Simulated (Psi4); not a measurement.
H$_{4}$GeO$_{3}$Se, singlet, geometry from GFN2-xTB; HF/6-311G** (Psi4).

Here is a job for Psi4.
```
memory 2 GB

molecule mol {
0 1
  O    -0.482627    1.549428   -1.238536
  Ge   -0.620932    0.130338   -0.241751
  O    -1.788664    0.354140    1.037718
  O    -1.303340   -1.095455   -1.263802
  Se    1.489931   -0.340021    0.622778
  H    -1.032887    1.530428   -2.020159
  H    -1.626649    1.066026    1.653253
  H    -1.693597   -1.844705   -0.818238
  H     2.162330    0.173242   -0.536332
}

set basis 6-311g**
set reference rhf

energy('scf')
print_variables()
```

What the program printed (banner, timings and long lists left out):

```
   => Loading Basis Set <=

    Name: 6-311G**
    Role: ORBITAL
    Keyword: BASIS

         ---------------------------------------------------------
                                   SCF
               by Justin Turney, Rob Parrish, Andy Simmonett
                          and Daniel G. A. Smith
                              RHF Reference
         ---------------------------------------------------------

  ==> Geometry <==

    Molecular point group: c1
    Full point group: C1

    Geometry (in Angstrom), charge = 0, multiplicity = 1:

       Center              X                  Y                   Z               Mass
    ------------   -----------------  -----------------  -----------------  -----------------
         O           -0.549597920758     1.567307828689    -1.271269504853    15.994914619570
         GE          -0.687902920758     0.148217828689    -0.274484504853    73.921177761000
         O           -1.855634920758     0.372019828689     1.004984495147    15.994914619570
         O           -1.370310920758    -1.077575171311    -1.296535504853    15.994914619570
         SE           1.422960079242    -0.322141171311     0.590044495147    79.916521800000
         H           -1.099857920758     1.548307828689    -2.052892504853     1.007825032230
         H           -1.693619920758     1.083905828689     1.620519495147     1.007825032230
         H           -1.760567920758    -1.826825171311    -0.850971504853     1.007825032230
         H            2.095359079242     0.191121828689    -0.569065504853     1.007825032230

  Running in c1 symmetry.

  Rotational constants: A =      0.11933  B =      0.04105  C =      0.04020 [cm^-1]
  Rotational constants: A =   3577.35484  B =   1230.77386  C =   1205.10915 [MHz]
  Nuclear repulsion =  724.927521605248785

  Charge       = 0
  Multiplicity = 1
  Electrons    = 94
  Nalpha       = 47
  Nbeta        = 47

  ==> Algorithm <==

  SCF Algorithm Type is DF.
  DIIS enabled.
  MOM disabled.
  Fractional occupation disabled.
  Guess Type is SAD.
  Energy threshold   = 1.00e-06
  Density threshold  = 1.00e-06
  Integral threshold = 1.00e-12

  ==> Primary Basis <==

  Basis Set: 6-311G**
    Blend: 6-311G**
    Number of shells: 76
    Number of basis functions: 166
    Number of Cartesian functions: 175
    Spherical Harmonics?: true
    Max angular momentum: 2

   => Loading Basis Set <=

    Name: (6-311G** AUX)
    Role: JKFIT
    Keyword: DF_BASIS_SCF

  ==> Integral Setup <==

  SCF_SUBTYPE=INCORE selected. In-core MEM_DF algorithm will be used.
  Using in-core AOs.

  ==> MemDFJK: Density-Fitted J/K Matrices <==

    J tasked:                   Yes
    K tasked:                   Yes
    wK tasked:                   No
    Algorithm:                 Core
    Schwarz Cutoff:           1E-12
    Mask sparsity (%):      11.7869
    Fitting Condition:        1E-10

   => Auxiliary Basis Set <=

  Basis Set: (6-311G** AUX)
    Blend: CC-PVTZ-JKFIT
    Number of shells: 217
    Number of basis functions: 771
    Number of Cartesian functions: 966
    Spherical Harmonics?: true
    Max angular momentum: 4

  Minimum eigenvalue in the overlap matrix is 7.2855273512E-03.
  Reciprocal condition number of the overlap matrix is 1.5117880332E-03.
    Using symmetric orthogonalization.

  ==> Pre-Iterations <==

  SCF Guess: Superposition of Atomic Densities via on-the-fly atomic UHF (no occupation information).

   -------------------------
    Irrep   Nso     Nmo
   -------------------------
     A        166     166
   -------------------------
    Total     166     166
   -------------------------

  ==> Iterations <==

                           Total Energy        Delta E     RMS |[F,P]|

   @DF-RHF iter SAD: -4694.67064868075977   -4.69467e+03   0.00000e+00
   @DF-RHF iter   1: -4700.54944542308840   -5.87880e+00   2.17841e-02 ADIIS/DIIS
   @DF-RHF iter   2: -4701.35266520431469   -8.03220e-01   1.75017e-02 ADIIS/DIIS
   @DF-RHF iter   3: -4702.20865502597371   -8.55990e-01   1.21366e-03 ADIIS/DIIS
   @DF-RHF iter   4: -4702.21466016989962   -6.00514e-03   4.21162e-04 ADIIS/DIIS
   @DF-RHF iter   5: -4702.21559811766656   -9.37948e-04   6.19980e-05 DIIS
   @DF-RHF iter   6: -4702.21567108715681   -7.29695e-05   1.29987e-05 DIIS
   @DF-RHF iter   7: -4702.21567646865515   -5.38150e-06   3.70066e-06 DIIS
   @DF-RHF iter   8: -4702.21567694322221   -4.74567e-07   1.17496e-06 DIIS
   @DF-RHF iter   9: -4702.21567697202772   -2.88055e-08   3.78084e-07 DIIS
  Energy and wave function converged.

  ==> Post-Iterations <==

    Orbital Energies [Eh]
    ---------------------

    Doubly Occupied:

[...]
    Virtual:

[...]
    Final Occupation by Irrep:
              A
    DOCC [    47 ]
    NA   [    47 ]
    NB   [    47 ]

  @DF-RHF Final Energy: -4702.21567697202772

   => Energetics <=

    Nuclear Repulsion Energy =            724.9275216052487849
    One-Electron Energy =               -7999.3436385742279526
    Two-Electron Energy =                2572.2004399969523547
    Total Energy =                      -4702.2156769720277225

Computation Completed

Properties will be evaluated at   0.000000,   0.000000,   0.000000 [a0]

Properties computed using the SCF density matrix

 Multipole Moments:

 ------------------------------------------------------------------------------------
     Multipole            Electronic (a.u.)      Nuclear  (a.u.)        Total (a.u.)
 ------------------------------------------------------------------------------------

 L = 1.  Multiply by 2.5417464519 to convert [e a0] to [Debye]
 Dipole X            :         11.8163320          -11.8963694           -0.0800374
 Dipole Y            :         -3.2079300            3.1760644           -0.0318656
 Dipole Z            :          5.9050021           -5.8146220            0.0903801
 Magnitude           :                                                    0.1248598

 ------------------------------------------------------------------------------------

  Variable Map:
  ----------------------------------------------------------------------------
[...]
  Array Variable Map:
  ----------------------------------------------------------------------------
[...]
[...]
```
